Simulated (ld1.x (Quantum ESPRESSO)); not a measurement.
The numbers below are computed, except where a source is named.
# Pseudopotentials across the periodic table

Generated with ld1.x 7.5 (TM, RRKJ, ultrasoft, PAW), atompaw 4.2 or ONCVPSP 4.0.1. The cutoff is in Ry: for ld1.x and atompaw files where the sum of valence levels is converged to 10 mRy in a Bessel basis, for ONCV files where the hardest occupied wave has 1 mHa per electron of residual kinetic energy. The error is the largest all-electron minus pseudo excitation energy over each file’s own four to seven test configurations (ionisations up to +4, promotions, holes and added fractions of an electron), all of which were solved. The labels leave out finer settings (local radius, basis sizes, second energies), which also bear on the numbers. Spin-polarised tests are not counted. The rows are a selection from randomly drawn settings: files with unsolved tests, undetermined cutoffs or missed reference levels are left out.

A true bound ghost makes a file unfit for plane-wave use even where its test errors are small: the radial tests pick states by their node count and pass the ghost by.

```tsv
element	potential	cutoff (Ry)	largest error (meV)	bound ghosts
O	ultrasoft, PBE, scalar-relativistic, rc 0.80/1.30 (sp), local smoothed, core correction no, reference 2s2 2p4	50	-83	none
Si	TM semilocal, LDA (PZ), scalar-relativistic, rc 1.35/1.35 (sp), local p, core correction yes, reference 3s2 3p1	50	+24	none
S	PAW, LDA (PZ), scalar-relativistic, rc 1.55/1.35 (sp), local smoothed, core correction yes, reference 3s2 3p3.5	15	-7.2	none
Co	PAW, PBE, scalar-relativistic, rc 2.15/3.05/1.10 (spd), local smoothed, core correction yes, reference 3d8 4s1 4p0	90	-586	s
Ni	RRKJ, PBE, scalar-relativistic, rc 1.95/1.30/1.50 (spd), local s, core correction yes, reference 3p6 3d8 4s2 4p0	80	-1204	none
```

**Question.** Fill in the row for Ni: RRKJ, PBE, fully relativistic, rc 2.45/2.10/0.75 (spd), local p, core correction yes, reference 3d8 4s2 4p0.

**Answer.** cutoff 300 Ry, largest error -698 meV, bound ghosts: none.

**Question.** Fill in the row for Au: PAW, LDA (PZ), scalar-relativistic, rc 1.90/1.60/1.45 (spd), local smoothed, core correction yes, reference 5s2 5p6 5d10 6s0.5 6p0.5.

**Answer.** cutoff 50 Ry, largest error -44 meV, bound ghosts: none.

**Question.** Fill in the row for Pd: RRKJ, LDA (PZ), scalar-relativistic, rc 2.40/3.45/1.60 (spd), local s, core correction no, reference 4d9.5 5s0 5p0.

**Answer.** cutoff 55 Ry, largest error -1761 meV, bound ghosts: none.
